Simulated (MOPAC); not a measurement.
MOPAC input (AM1):

```
AM1 FORCE THERMO(298,298) PRECISE LET GEO-OK AUX(PRECISION=9) THREADS=1
H2BF2N

B     0.00044308 1   -0.00046949 1    0.00058363 1
F     1.21180824 1   -0.49901656 1   -0.18914753 1
F    -0.46470064 1   -0.30513459 1    1.20173893 1
N    -0.69167823 1    0.74447177 1   -0.93742466 1
H    -1.58684602 1    1.08251468 1   -0.72814496 1
H    -0.28485141 1    0.93199390 1   -1.80843590 1
```

Output:

```
 *******************************************************************************
 **                                                                           **
 **                              MOPAC v23.2.5                                **
 **                                                                           **
 *******************************************************************************
 ** MOPAC's Digital Object Identifier: https://doi.org/10.5281/zenodo.6511958 **
 **                                                                           **
 ** Please cite the open-source release paper for use of this MOPAC version:  **
 ** J. E. Moussa and J. J. P. Stewart (2026)                                  **
 ** MOPAC: An open-source semiempirical molecular orbital program             **
 ** J. Open Source Softw., 11(119), 8025, https://doi.org/10.21105/joss.08025 **
 *******************************************************************************

                              AM1 CALCULATION RESULTS

 *******************************************************************************
 *  AM1        - The AM1 Hamiltonian to be used
 *  GEO-OK     - OVERRIDE INTERATOMIC DISTANCE AND OTHER SAFETY CHECKS
 *  LET        - OVERRIDE SOME SAFETY CHECKS
 *  PRECISE    - TIGHTER CRITERIA TO BE USED
 *  FORCE      - FORCE CALCULATION SPECIFIED
 *  AUX        - OUTPUT AUXILIARY INFORMATION
 *  THERMO     - THERMODYNAMIC QUANTITIES TO BE CALCULATED
 *******************************************************************************
AM1 FORCE THERMO(298,298) PRECISE LET GEO-OK AUX(PRECISION=9) THREADS=1
 H2BF2N

   ATOM   CHEMICAL          X               Y               Z
  NUMBER   SYMBOL      (ANGSTROMS)     (ANGSTROMS)     (ANGSTROMS)

     1       B          0.00044308  *  -0.00046949  *   0.00058363  *
     2       F          1.21180824  *  -0.49901656  *  -0.18914753  *
     3       F         -0.46470064  *  -0.30513459  *   1.20173893  *
     4       N         -0.69167823  *   0.74447177  *  -0.93742466  *
     5       H         -1.58684602  *   1.08251468  *  -0.72814496  *
     6       H         -0.28485141  *   0.93199390  *  -1.80843590  *

          CARTESIAN COORDINATES

    NO.       ATOM           X           Y           Z

     1         B          0.0004     -0.0005      0.0006
     2         F          1.2118     -0.4990     -0.1891
     3         F         -0.4647     -0.3051      1.2017
     4         N         -0.6917      0.7445     -0.9374
     5         H         -1.5868      1.0825     -0.7281
     6         H         -0.2849      0.9320     -1.8084

  H: (AM1): M.J.S. DEWAR ET AL, J. AM. CHEM. SOC. 107 3902-3909 (1985)
  B: (AM1): M.J.S. DEWAR ET AL, ORGANOMETALLICS, 7, 513-521 (1988)
  N: (AM1): M.J.S. DEWAR ET AL, J. AM. CHEM. SOC. 107 3902-3909 (1985)
  F: (AM1): M.J.S. DEWAR AND E. G. ZOEBISCH, THEOCHEM, 180, 1 (1988).

           Empirical Formula: H2 N B F2  =     6 atoms

      MOLECULAR POINT GROUP   :   C2v

      RHF CALCULATION, NO. OF DOUBLY OCCUPIED LEVELS = 12

          HEAT OF FORMATION =    -206.909964 KCALS/MOLE
[...]
 TRAVEL (Ang.)       0.1173         N 4 -- H 6         +21.9% ( 65.7%)     28.5%
 REDUCED MASS        4.5317         B 1 -- F 3          +9.3% ( 42.8%)     85.7%
 EFFECTIVE MASS     16.7229
 FORCE CONSTANT      3.1176

 VIBRATION          8    3A1         ATOM PAIR     ENERGY CONTRIBUTION    RADIAL
 FREQUENCY          1649.58         N 4 -- H 6         +44.5% ( 60.7%)      1.8%
 TRANSITION DIPOLE   0.1354         N 4 -- H 5         +44.5% ( 60.7%)      1.8%
 TRAVEL (Ang.)       0.2857         B 1 -- N 4          +4.7% ( 19.8%)    100.0%
 REDUCED MASS        0.5009         B 1 -- F 2          +3.2% ( 16.1%)     67.9%
 EFFECTIVE MASS      2.1667
 FORCE CONSTANT      0.8031

 VIBRATION          9    4A1         ATOM PAIR     ENERGY CONTRIBUTION    RADIAL
 FREQUENCY          1811.45         B 1 -- F 2         +32.6% ( 82.0%)     56.9%
 TRANSITION DIPOLE   5.6914         B 1 -- F 3         +32.6% ( 82.0%)     56.9%
 TRAVEL (Ang.)       0.0812         B 1 -- N 4         +31.0% ( 79.9%)    100.0%
 REDUCED MASS        5.6414         N 4 -- H 6          +1.9% ( 19.6%)     12.3%
 EFFECTIVE MASS     12.6585
 FORCE CONSTANT     10.9066

 VIBRATION         10    3B2         ATOM PAIR     ENERGY CONTRIBUTION    RADIAL
 FREQUENCY          1985.50         B 1 -- F 3         +36.7% ( 87.1%)     82.5%
 TRANSITION DIPOLE   4.2809         B 1 -- F 2         +36.7% ( 87.1%)     82.5%
 TRAVEL (Ang.)       0.0730         B 1 -- N 4         +26.2% ( 73.6%)      0.0%
 REDUCED MASS        6.3721         N 4 -- H 6          +0.2% (  5.8%)     17.7%
 EFFECTIVE MASS     12.5939
 FORCE CONSTANT     14.8005

 VIBRATION         11    4B2         ATOM PAIR     ENERGY CONTRIBUTION    RADIAL
 FREQUENCY          3589.86         N 4 -- H 6         +49.5% ( 72.1%)     98.0%
 TRANSITION DIPOLE   0.8937         N 4 -- H 5         +49.5% ( 72.1%)     98.0%
 TRAVEL (Ang.)       0.1872         B 1 -- N 4          +1.0% ( 10.3%)      0.0%
 REDUCED MASS        0.5360
 EFFECTIVE MASS      1.6000
 FORCE CONSTANT      4.0701

 VIBRATION         12    5A1         ATOM PAIR     ENERGY CONTRIBUTION    RADIAL
 FREQUENCY          3602.50         N 4 -- H 6         +49.8% ( 69.6%)     97.2%
 TRANSITION DIPOLE   0.7606         N 4 -- H 5         +49.8% ( 69.6%)     97.2%
 TRAVEL (Ang.)       0.1961         B 1 -- N 4          +0.3% (  5.6%)    100.0%
 REDUCED MASS        0.4866
 EFFECTIVE MASS      1.1981
 FORCE CONSTANT      3.7210

      SYMMETRY NUMBER FOR POINT-GROUP C2v =  2

          SYSTEM IS A GROUND STATE

 H2BF2N

          MOLECULE IS NOT LINEAR

          THERE ARE 12 GENUINE VIBRATIONS IN THIS SYSTEM
          THIS THERMODYNAMICS CALCULATION IS LIMITED TO
          MOLECULES WHICH HAVE NO INTERNAL ROTATIONS

                    CALCULATED THERMODYNAMIC PROPERTIES
                                          *
   TEMP. (K)   PARTITION FUNCTION   H.O.F.    ENTHALPY  HEAT CAPACITY ENTROPY
                                   KCAL/MOL   CAL/MOLE    CAL/K/MOL  CAL/K/MOL

 298.00  VIB.     0.1968D+01                   872.4841     7.3423     4.2731
         ROT.     0.1945D+05                   888.2803     2.9808    22.6057
         INT.     0.3828D+05                  1760.7644    10.3231    26.8787
         TRA.     0.5046D+27                  1480.4672     4.9680    38.4238
         TOT.                     -206.910    3241.2315    15.2911    65.3026

   *: NOTE: HEATS OF FORMATION ARE RELATIVE TO THE
            ELEMENTS IN THEIR STANDARD STATE AT 298K
              (=  Standard Enthalpy of Formation).

            Hvib:  Zero-point energy is not included.
                   frequencies of less than zero cm-1 are not included.
            Hrot = (3/2)RT
            Htra = (3/2)RT + pV = (5/2)RT

            Heat capacity is Cp, not Cv

          For more information, see: HTTP://OpenMOPAC.net/Manual/thermochemistry.html

           FORCE CONSTANT IN CARTESIAN COORDINATES (Millidynes/A)

    ATOM   CHEMICAL       X               Y               Z
   NUMBER   SYMBOL  FORCE CONSTANT  FORCE CONSTANT  FORCE CONSTANT

      1       B       17.345406       16.101324        2.334746
      2       F       13.813385        0.992905        0.298817
      3       F        2.720020       12.086270        0.298817
      4       N       12.004368       11.910407        0.275071
      5       H        7.179464        1.030254        0.086078
      6       H        2.170191        6.039527        0.086078

 **********************
 *                    *
 * JOB ENDED NORMALLY *
 *                    *
 **********************

 == MOPAC DONE ==
```
